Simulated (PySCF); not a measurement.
W(O)(S)(NH2)2 (H4N2OSW), SMILES [NH2][W]([NH2])(=[O])=[S], multiplicity 1.

Geometry optimised at PBE-D3(BJ)/def2-SVP. The spin state was assumed, not searched. The structure was generated by enumeration; whether it is a known compound was not checked. The def2 effective core potentials stand for the cores of W; spin–orbit coupling is left out. The values are those of a single conformer.

The numbers are results of HF/def2-TZVP in PySCF, not measurements.

Computed frontier levels, gap, dipole moment and polarisability:
```
Quantity                                                                                                        Result
---------------------------------------------------------------------------------------------  -----------------------
highest occupied level                                                                                       -10.00 eV
lowest empty level                                                                                             1.19 eV
orbital gap                                                                                                   11.19 eV
dipole moment                                                                                                   5.03 D
quadrupole, principal values (traceless, Buckingham form, about the centre of nuclear charge)  -8.43, -2.39, 10.82 D·Å
mean static polarisability                                                                       74.6 bohr³ (11.05 Å³)
polarisability, principal values                                                                62.7, 69.8, 91.2 bohr³
```
